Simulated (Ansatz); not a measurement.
Cost and result for the atomization energy of `B[SiH2]C(F)Cl` (10 atoms, 9 bonds).

```xyz
10

B    -1.144   -0.801    1.305
Si    0.332   -0.645   -0.049
C     0.418    1.101   -0.823
F     0.596    2.044    0.160
Cl    1.769    1.205   -1.977
H    -1.177   -1.738    2.047
H    -2.031   -0.004    1.378
H     1.676   -0.945    0.507
H     0.036   -1.593   -1.163
H    -0.476    1.377   -1.386
```

The species carries charge 0 and has multiplicity 1. The geometry is a stationary point of PBE0-D4/def2-TZVP. It is one conformer, not always the lowest. Program: Ansatz. All runs use 4 threads of an Arm Neoverse V1 on a shared host. Times are those of one run each, without the atoms' runs, and a repeat can differ threefold. Electronic energies, without spin–orbit coupling; frozen cores. CCSD(T)/CBS adds CCSD(T) − MP2 in def2-TZVPP to the MP2 limit, and its time is that of the two runs behind it. T1 = 0.012. B3LYP takes the VWN-RPA correlation (the form of Gaussian; ORCA's B3LYP/G).

CCSD(T)/CBS is a level of theory with its own doubt, some kJ/mol a heavy atom from the limit and from the frozen cores, so smaller differences don't rank the functionals.

```json
{"level": "PBE-D4/def2-TZVPP (with forces)", "functions": "247", "wall time": "2.6 s", "atomization (kJ/mol)": "3289.1", "difference from CCSD(T)/CBS": "65.2", "per bond": "7.2"}
{"level": "PBE0-D4/def2-TZVPP", "functions": "247", "wall time": "3.1 s", "atomization (kJ/mol)": "3237.8", "difference from CCSD(T)/CBS": "13.9", "per bond": "1.5"}
{"level": "B3LYP-D4/def2-TZVPP (with forces)", "functions": "247", "wall time": "4.7 s", "atomization (kJ/mol)": "3229.4", "difference from CCSD(T)/CBS": "5.5", "per bond": "0.6"}
{"level": "r2SCAN-D4/def2-TZVPP (with forces)", "functions": "247", "wall time": "4.9 s", "atomization (kJ/mol)": "3252.1", "difference from CCSD(T)/CBS": "28.2", "per bond": "3.1"}
{"level": "B2PLYP/def2-TZVPP", "functions": "247", "wall time": "5.5 s", "atomization (kJ/mol)": "3189.3", "difference from CCSD(T)/CBS": "-34.6", "per bond": "-3.8"}
{"level": "ωB97X-V/def2-TZVPP", "functions": "247", "wall time": "8 s", "atomization (kJ/mol)": "3255.0", "difference from CCSD(T)/CBS": "31.1", "per bond": "3.5"}
{"level": "ωB97M-V/def2-TZVPP (with forces)", "functions": "247", "wall time": "12 s", "atomization (kJ/mol)": "3246.0", "difference from CCSD(T)/CBS": "22.1", "per bond": "2.5"}
{"level": "MP2/def2-QZVPP", "functions": "461", "wall time": "20 s", "atomization (kJ/mol)": "3239.6", "difference from CCSD(T)/CBS": "15.7", "per bond": "1.7"}
{"level": "CCSD(T)/def2-TZVPP", "functions": "247", "wall time": "2.3 min", "atomization (kJ/mol)": "3138.4", "difference from CCSD(T)/CBS": "-85.5", "per bond": "-9.5"}
{"level": "CCSD(T)/CBS(def2)", "functions": "–", "wall time": "2.7 min", "atomization (kJ/mol)": "3223.9", "difference from CCSD(T)/CBS": "0.0", "per bond": "0.0"}
```

The D4 term adds +34.2 kJ/mol with B3LYP and +17.9 kJ/mol with PBE0; it sums over pairs of atoms, weighted by their polarisabilities, and B3LYP, whose exchange is more repulsive, gets the larger term. In def2-TZVPP, CCSD(T) changes the Hartree–Fock value by +745.4 kJ/mol (the triples alone add +46.7 kJ/mol) and MP2 by +796.1 kJ/mol; breaking electron pairs costs correlation energy, which Hartree–Fock lacks. From PBE to PBE0 (25 % exact exchange), in def2-TZVPP and without D4, the atomization energy moves by −48.1 kJ/mol: exact exchange takes away binding that semilocal exchange gives to molecules.
